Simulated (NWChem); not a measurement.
Species: TlCl; SMILES [Cl][Tl]

Results from NWChem. Coordinates come from a PBE0/def2-SVP optimisation. def2 effective core potentials on Tl; no spin-orbit coupling.

**Question.** Order these runs by computing time, cheapest first, and give rough ratios: PBE/def2-TZVPP; PBE/def2-SVP; PBE/def2-QZVP.

**Answer.** PBE/def2-SVP (1), PBE/def2-TZVPP (4), PBE/def2-QZVP (20). Ratios are rough, from one shared machine; the cheapest took around 7 core-seconds (rough). What differs between the cheapest and the dearest: highest occupied level (eV) -6.23 → -6.47; orbital gap (eV) 3.94 → 4.01; dipole (D) 3.74 → 4.42.
